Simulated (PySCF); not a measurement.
Computed shifts of a molecule C₁₂H₁₀, PBE/pcSseg-1 (PySCF), GIAO, gas phase, atoms alike by connectivity averaged where their shifts nearly agree, in ppm (number of nuclei): ¹³C: 152.3 (1), 152.3 (2), 146.5 (1), 146.3 (2), 141.8 (2), 139.4 (2), 122.5 (2). ¹H: 7.00 (2), 6.52 (2), 6.25 (2), 6.17 (2), 6.12 (2). References: ¹³C against TMS (σ = 182.0 ppm); ¹H against TMS (σ = 31.49 ppm), references at their B3LYP-D3(BJ)/def2-TZVP geometries, non-relativistic. Coordinates come from a PBE-D3(BJ)/def2-SVP optimisation. The values are those of a single conformer.

**Question.** Which molecule gave these data?
A. C#C/C=C(\C=C)c1ccccc1
B. C#C/C=C/C=C/c1ccccc1
C. C1=CC=CC(=C2C=CC=C2)C=C1
D. C#C/C(=C\C=C)c1ccccc1

**Answer.** C, C1=CC=CC(=C2C=CC=C2)C=C1
